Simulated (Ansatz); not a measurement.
```tsv
atom	x (Å)	y (Å)	z (Å)
C	0.0288	-0.1193	0.0065
F	0.7759	0.8348	0.8357
F	0.8250	-0.7542	-0.6747
F	-0.7338	0.8072	-0.8619
F	-0.8536	-0.7807	0.7746
```

Basis set: STO-3G (spherical functions). Frozen core: 5 orbitals. Charge 0, multiplicity 1.

Computed with Ansatz (development build ahead of 0.2.0); each method stands on the lowest determinant of its kind that the runs found. Restricted open shells among the atoms or ions are ROHF, correlated in semicanonical orbitals with singles.

Problem. Give the atomization energy at this shape (free ground-state atoms in the same class of orbitals less the molecule, no zero-point energy) of singlet CF4 by RHF-MP2, RHF.

Solution.

```json
{"method": "RHF-MP2", "atomization energy": "315.15 kcal/mol"}
{"method": "RHF", "atomization energy": "245.29 kcal/mol"}
```

Caution: stretched shape with no unrestricted run beside it, a lower state can exist. Caution for RHF-MP2: bonds are stretched, where a single reference can fail.

This basis has no polarisation functions and is too small for such energies, which can lie far from measured ones in either direction.
